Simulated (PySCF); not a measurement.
**Continuum solvent and chemical shifts**

Atoms are numbered as in `[CH2:1]1[N:2]2[CH2:3][N:4]3[CH2:5][N:6]1[CH2:7][N:8]([CH2:9]2)[CH2:10]3` (H(Xn): hydrogen on atom n).

GIAO PBE0/pcSseg-1 in PySCF on one PBE0-D3(BJ)/def2-SVP conformer, non-relativistic, equivalent nuclei averaged. Solvents enter as an IEF-PCM continuum (chloroform with ε = 4.7, methanol with ε = 32.6) around the gas-phase geometry. Shifts are referred to TMS computed in the same medium.

Gas phase, δ in ppm: C1/C3/C5/C7/C9/C10 77.6, H(C1)/H(C3)/H(C5)/H(C7)/H(C9)/H(C10) 4.37. Dipole moment 0.00 D.

(1) How does each δ change in the continuum?

(2) Which nuclei move most (in ppm), and what does the model miss?

## Answers

(1) 
```tsv
atoms	environment	Δδ, chloroform	Δδ, methanol
C1/C3/C5/C7/C9/C10	sp3 CH2 bonded to 2 N	-0.4	-0.6
H(C1)/H(C3)/H(C5)/H(C7)/H(C9)/H(C10)	hydrogen on an sp3 CH2 bonded to 2 N	+0.09	+0.13
```

Changes are relative to the gas phase.

(2) C1/C3/C5/C7/C9/C10 (sp3 CH2 bonded to 2 N, -0.6 ppm) in methanol. A continuum only polarises the solute; specific hydrogen bonds, the anisotropy of aromatic solvents and changes of geometry or conformer are outside it.
